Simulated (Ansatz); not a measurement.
Program: Ansatz. Geometries: PBE0-D4/def2-TZVP. ΔE: electronic, gas phase. CBS: MP2 limit from def2 TZ/QZ plus the TZ coupled-cluster correction, frozen cores. Functionals use def2-TZVPP. HSE06 is defined as in plane-wave codes. Elements past krypton have def2 core potentials. For Ge, Sn outer-core shells are correlated without core-valence functions, which leaves a few kJ/mol of doubt a bond. Scalar relativity is left out up to krypton. Each species was taken in one conformer, which may not be the lowest.

Consider the redistribution: `C[O][Sn]([F])([F])[O]C` + `C[SiH](Cl)[GeH3]` → `C[O][Sn]([F])([F])[GeH3]` + `CO[SiH](C)Cl`.

**Question.** Is it downhill or uphill in electronic energy at CCSD(T)/CBS, and by how much? (Best estimate.)

**Answer.** The calculation gave: Downhill: ΔE = -149.1 kJ/mol.

**Question.** What do these levels give: BLYP-D4, PBE0-D4, HSE06-D4, CAM-B3LYP-D4, ωB97X-V, PBE, revPBE, HSE06, CAM-B3LYP, HF/def2-SVP, MP2/def2-QZVPP, SCS-MP2/def2-QZVPP? (An estimate is asked.)

**Answer.** Computed: BLYP-D4 -152.5, PBE0-D4 -150.9, HSE06-D4 -150.5, CAM-B3LYP-D4 -162.1, ωB97X-V -151.7, PBE -144.4, revPBE -138.9, HSE06 -150.6, CAM-B3LYP -162.2, HF/def2-SVP -168.4, MP2/def2-QZVPP -155.1, SCS-MP2/def2-QZVPP -152.6 kJ/mol.

Largest T1 diagnostic among the species: 0.015.

From r2SCAN to r2SCAN0 (25 % exact exchange), in def2-TZVPP and without D4, ΔE moves by −6.5 kJ/mol. In def2-TZVPP, CCSD(T) changes the Hartree–Fock value by +15.4 kJ/mol (the triples alone add +4.0 kJ/mol) and MP2 by +8.8 kJ/mol.
